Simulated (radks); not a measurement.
Problem. Valence configurations of the bromine ion Br2+ (all share [Ar]). Method: Dirac Kohn-Sham, PBE, spin-unpolarised, spherical densities, point nucleus; open shells fill j = l - 1/2 first; computed with a radial shooting solver on a logarithmic mesh with Libxc functionals. Order these by energy: 3d10 4p5; 3d9 4p6; 3d9 4s1 4p5; 3d10 4s2 4p3; 3d9.5 4s2 4p3.5; 3d8 4s2 4p5; 3d10 4s1 4p4; 3d7 4s2 4p6.

Solution. From the lowest, in eV above it: 3d10 4s2 4p3 0.000; 3d10 4s1 4p4 13.873; 3d10 4p5 27.882; 3d9.5 4s2 4p3.5 32.458; 3d9 4s1 4p5 82.391; 3d9 4p6 97.249; 3d8 4s2 4p5 146.53; 3d7 4s2 4p6 237.12. NIST lists [Ar] 3d10 4s2 4p3 as the ground configuration; this level of theory agrees among the configurations tried. The energies are those of spherical spin-averaged densities, not of single terms.
